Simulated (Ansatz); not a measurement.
Re₂Te₃. Total charge 0; singlet. Geometry PBE-D4/def2-SVP, basis def2-TZVP, Ansatz.

```xyz
5

Re    0.489   -0.343   -1.600
Re   -0.489    0.343    1.600
Te   -0.061   -1.931    0.396
Te   -1.605    0.916   -0.688
Te    1.666    1.015    0.292
```

| run | HOMO (eV) | LUMO (eV) |
| --- | --- | --- |
| A | -4.16 | -3.76 |
| B | -5.12 | -3.26 |
| C | -3.92 | -3.73 |
| D | -4.54 | -3.57 |
| E | -4.90 | -3.21 |

In the def2 sets Re, Te take a core potential; there is no spin–orbit coupling. HSE06 is defined as in plane-wave codes, on full-range PBE exchange. No other spin state of charge 0 was run. Another isomer (singlet) lies 3.15 eV lower at PBE0-D4/def2-TZVP; other spin states weren't run for this one.

Q: The runs used HSE06, PBE, PBE0, r2SCAN, r2SCAN0. Estimate which is which.

A: A r2SCAN (0 % exact exchange); B r2SCAN0 (25 % exact exchange); C PBE (0 % exact exchange); D HSE06 (range-separated); E PBE0 (25 % exact exchange). Exact exchange lowers occupied and raises empty levels; among semilocal functionals meta-GGAs tend to open the gap a little, and such runs are hard to tell apart. The gap grows from 0.19 eV (PBE) to 1.86 eV (r2SCAN0). The restricted singlet is unstable towards broken spin symmetry in Hartree–Fock (as tested in another run); at r2SCAN-D4/def2-TZVP, r2SCAN0-D4/def2-TZVP, PBE-D4/def2-TZVP, HSE06-D4/def2-TZVP and others this wasn't settled.
